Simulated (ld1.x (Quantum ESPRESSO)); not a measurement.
**Configuration tests for Cr (Z = 24) (RRKJ)**

- Element: chromium
- Generator: ld1.x (Quantum ESPRESSO) 7.5
- Type: norm-conserving RRKJ (Kleinman–Bylander form)
- Functional: PBE
- Relativity: scalar-relativistic
- Frozen core: [Ne]
- Valence charge: 14
- Reference configuration: 3s2 3p6 3d5.5 4s0.5 4p0
- Partial waves: 3s (bound): rc 1.35 bohr; 3d (bound): rc 1.75 bohr; 3p (bound): rc 0.85 bohr
- Local potential: the p channel
- Core correction: none

Occupied shells without a wave of their own: 4s. They enter only through the test configuration that unscreens the potential.

Energies are relative to the spin-unpolarised reference configuration 3s2 3p6 3d5.5 4s0.5 4p0; without spin polarisation the order of configurations can differ from experiment. The frozen-core shift is the all-electron ΔE with the core orbitals held at their reference shape minus the fully relaxed ΔE.

| valence configuration | charge | ΔE all-electron (eV) | error AE − PS (meV) | frozen-core shift (meV) |
| --- | --- | --- | --- | --- |
| 3s2 3p6 3d5 4s0 4p0 | +1 | 6.175 | -91 | +0.3 |
| 3s2 3p6 3d4 4s0 4p0 | +2 | 22.227 | -155 | -1.2 |
| 3s2 3p6 3d4 4s1 4p0 | +1 | 7.261 | +139 | -2.1 |
| 3s1 3p6 3d5 4s1 4p0 | +1 | 79.524 | -185 | +11 |
| 3s2 3p6 3d5 4s0 4p1 | 0 | 2.395 | -71 | -0.2 |

Q: What are ΔE and the potential's error for 3s2 3p6 3d4 4s1 4p1?

A: ΔE = 2.780 eV all-electron; the error (AE − PS) is +132 meV.

Q: What are ΔE and the potential's error for 3s2 3p6 3d5 4s1 4p0?

A: ΔE = -0.726 eV all-electron; the error (AE − PS) is +69 meV.

A variational frozen-core shift is positive and of second order in the change. This column holds negative values, so the frozen-core run of ld1.x carries numerical noise or an error of first order here, and the column gives no more than the rough size of the effect.
